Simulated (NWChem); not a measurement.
System: HSe$_{2}$Br; SMILES [SeH][Se]Br

The following NWChem deck was run.

```
start job
memory heap 200 mb stack 900 mb global 1100 mb
geometry units angstroms noautosym nocenter noautoz
  Se     0.954684    -0.027784     0.010862
  Br    -0.450589     1.861237     0.006049
  Se    -0.465714    -1.827868     0.034491
  H     -0.643582    -1.945439    -1.429110
end
basis spherical
  * library def2-svpd
end
dft
  xc pbe0
  iterations 150
end
property
  response 1 0.0
end
task dft property
```

Coordinates come from a PBE0/def2-SVP optimisation.

Static field.

Question: Predict the main results of this run. (PBE0/def2-SVPD.) Quantities: isotropic polarisability (bohr³); anisotropy (bohr³).

Answer: 
| Property | Value |
|---|---|
| isotropic polarisability (bohr³) | 83.3 |
| anisotropy (bohr³) | 50.0 |
